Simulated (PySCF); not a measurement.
C6H13F3Si, SMILES CC(C)(C)C[SiH2]C(F)(F)F (GFN2-xTB optimised geometry):

```
23

C      1.384     0.743     0.000
C     -0.144     0.743     0.000
C     -0.645     2.191     0.000
C     -0.655     0.036     1.254
C     -0.677     0.046    -1.262
Si    -0.219    -1.776    -1.500
C     -1.057    -2.247    -3.195
F     -0.850    -3.535    -3.535
F     -2.396    -2.076    -3.186
F     -0.598    -1.512    -4.231
H      1.762     1.312     0.846
H      1.770    -0.271     0.073
H      1.769     1.193    -0.912
H     -1.732     2.222     0.008
H     -0.294     2.720    -0.883
H     -0.284     2.720     0.879
H     -0.362     0.587     2.145
H     -0.245    -0.968     1.324
H     -1.740    -0.035     1.240
H     -1.770     0.128    -1.264
H     -0.333     0.607    -2.137
H      1.197    -2.063    -1.735
H     -0.816    -2.720    -0.555
```

Level of theory: PySCF with B3LYP/def2-SVP.

Question: What are the frontier orbital energies and the dipole moment?

Answer: HOMO-2 -9.17 eV, HOMO-1 -8.82 eV, HOMO -8.45 eV, LUMO 0.27 eV, LUMO+1 1.03 eV; dipole moment 3.19 D.

Meta-Löwdin charges at B3LYP/def2-SVP: C1 -0.29, C2 0.09, C3 -0.28, C4 -0.29, C5 -0.40, Si6 0.61, C7 0.55, F8 -0.27, F9 -0.27, F10 -0.27, H11 0.09, H12 0.09, H13 0.09, H14 0.09, H15 0.09, H16 0.09, H17 0.09, H18 0.09, H19 0.09, H20 0.10, H21 0.10, H22 -0.10, H23 -0.10.
